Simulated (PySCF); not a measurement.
Löwdin shares of the frontier orbitals

Compound: C4H10OSi.
Z-matrix (Å and degrees, GFN2-xTB geometry), rows numbered from 1:
```
O 
C   1  1.4147
C   2  1.5311  1  111.04
C   3  1.5323  2  108.01  1   -62.44
Si  4  1.9106  3  104.68  2   -31.42
C   2  1.5239  1  105.93  3  -116.42
H   1  0.9630  2  108.96  3   -52.59
H   2  1.1042  1  109.62  3   122.44
H   3  1.0913  2  108.25  1   178.23
H   3  1.0944  2  110.83  1    60.27
H   4  1.0882  3  110.61  2  -155.03
H   4  1.0896  3  109.91  2    87.36
H   5  1.4614  4  112.58  3   121.70
H   5  1.4676  4  112.81  3  -111.06
H   6  1.0864  2  109.54  1   -49.07
H   6  1.0885  2  109.95  1  -167.62
```

The calculation used PySCF, TDDFT CAM-B3LYP/def2-SVPD, vertical, gas phase, core orbitals frozen in the response.

Kohn–Sham orbitals with the atoms that hold most of them (Löwdin shares over 4%, at most four atoms; ? is withheld):

```json
{"orbital": "HOMO-3", "ε (eV)": "-10.51", "atoms": "Si5 25%, H13 21%, C4 12%, H14 9%"}
{"orbital": "HOMO-2", "ε (eV)": "-10.25", "atoms": "Si5 22%, H14 16%, C6 15%, O1 14%"}
{"orbital": "HOMO-1", "ε (eV)": "-9.54", "atoms": "?"}
{"orbital": "HOMO", "ε (eV)": "?", "atoms": "O1 34%, C2 16%, C6 12%, H8 10%"}
{"orbital": "LUMO", "ε (eV)": "0.99", "atoms": "?"}
{"orbital": "LUMO+1", "ε (eV)": "1.60", "atoms": "Si5 25%, C6 10%, H13 10%, H14 10%"}
{"orbital": "LUMO+2", "ε (eV)": "1.90", "atoms": "Si5 39%, O1 12%, H14 11%, H7 7%"}
```

(1) Give the leading atoms of the HOMO-1.

(2) Which atoms hold the LUMO, and with what shares?

(3) What is the HOMO energy, and the HOMO–LUMO gap?

Results:

(1) C4 (bonded to C, Si and 2 H) 29%; Si5 (bonded to 2 C and 2 H) 20%; C6 (bonded to C, Si and 2 H) 12%; O1 (bonded to C and H) 9%. By element: carbon 41% or more, silicon 20%, oxygen 9%.

(2) O1 (bonded to C and H) 18%; Si5 (bonded to 2 C and 2 H) 12%; H7 (bonded to O) 11%; C3 (bonded to 2 C and 2 H) 10%.

(3) ε(HOMO) = -9.29 eV; the gap is 10.27 eV (0.3775 hartree).

Task: The HOMO–LUMO gap is 10.27 eV. Where does the response calculation put the lowest singlet, and from which orbitals?

Result: S1 is at 6.98 eV (f = 0.0058), 3.29 eV below the gap, made of HOMO→LUMO (73%). 

Task: Give energy, strength and leading configuration of S1 and S2, and follow the Löwdin shares of the leading atoms from the occupied to the empty orbital.

Result: 
- S1 (6.98 eV, f 0.0058), HOMO→LUMO (73%): O1 34% → 18%, C2 16% → at most 10%, Si5 at most 11% → 12%
- S2 (7.65 eV, f 0.0043), HOMO-1→LUMO (78%): C4 29% → at most 10%, Si5 20% → 12%, O1 9% → 18%

Time: 74 s; peak memory 0.94 GiB. Hardware: an Arm Neoverse N1 with one thread, shared host with 64 logical CPUs at a one-minute load of 60.

One conformer stands for the species.

Without π bonds the low states are Rydberg-like; a valence basis with one diffuse set may place them up to an eV too high.
